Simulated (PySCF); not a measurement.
A species of formula C2H7NSi has this rotational fingerprint, computed with PBE0-D3(BJ)/def2-SVP geometry optimisation, gas phase (PySCF):

- Rotational constants: A = 15216, B = 3122, C = 2886 MHz
- Dipole components: |μa| = 0.47 D, |μb| = 0.73 D, |μc| = 0.76 D
- Inertial defect: -19.97 u·Å²
- κ: -0.96

Question: Which structure is it? (One computed conformer of each.)
A. `C/C=N\[SiH3]`
B. `[CH2:1]=[CH:2][SiH2:3][NH2:4]` with C1–C2–Si3–N4 125°, C2–Si3–N4–H 161° and -59°
C. `[CH2:1]=[N:2][SiH2:3][CH3:4]` with C1–N2–Si3–C4 122°

Answer: B. It is C=C[SiH2]N, a near-prolate asymmetric top, point group C1. The candidates at the same level (rigid rotor, commonest isotopes):

| SMILES | A (MHz) | B (MHz) | C (MHz) | μa (D) | μb (D) | μc (D) | Δ (u·Å²) | point group | rotor |
| --- | --- | --- | --- | --- | --- | --- | --- | --- | --- |
| C=N[SiH2]C | 14556 | 3328 | 3017 | 0.12 | 0.12 | 1.12 | -19.09 | C1 | near-prolate asymmetric top |
| C=C[SiH2]N | 15216 | 3122 | 2886 | 0.47 | 0.73 | 0.76 | -19.97 | C1 | near-prolate asymmetric top |
| C/C=N\[SiH3] | 14656 | 3266 | 2806 | 1.85 | 1.10 | 0.00 | -9.11 | Cs | near-prolate asymmetric top |

`C=N[SiH2]C` has B 7 % too high; `C/C=N\[SiH3]` has B 5 % too high. No structure here is proved a minimum.
